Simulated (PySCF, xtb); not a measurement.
Se(F)(Me) (CH3FSe), SMILES C[Se]F.

GFN2-xTB (xtb 6.7.1) at its own geometry gives an orbital gap of 2.74 eV and a dipole moment of 3.41 D.

Coordinates come from a PBE0-D3(BJ)/def2-TZVP optimisation.

Problem. What does ωB97X/def2-TZVPD (PySCF) give? (The exact figures need the calculation; the answer reports its results.)

Solution. gap 9.43 eV (levels -8.93 and 0.50 eV), dipole 2.51 D.
